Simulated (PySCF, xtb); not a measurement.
Hf(NH2)2(SH)2 (H6HfN2S2), SMILES [NH2][Hf]([NH2])([SH])[SH], multiplicity 1.

GFN2-xTB in xtb at its own geometry gives an orbital gap of 2.39 eV and a dipole moment of 3.29 D.

The structure is a stationary point at PBE0-D3(BJ)/def2-SVP. The multiplicity is an assumed one; other spin states were not compared. The def2 effective core potentials stand for the cores of Hf; spin–orbit coupling is left out. The values are those of a single conformer.

**Question.** What does HF/def2-TZVP (PySCF) give? (Estimate from the structure and the level; the computed values follow.)

**Answer.** gap 11.92 eV (levels -9.93 and 1.99 eV), dipole 4.11 D.
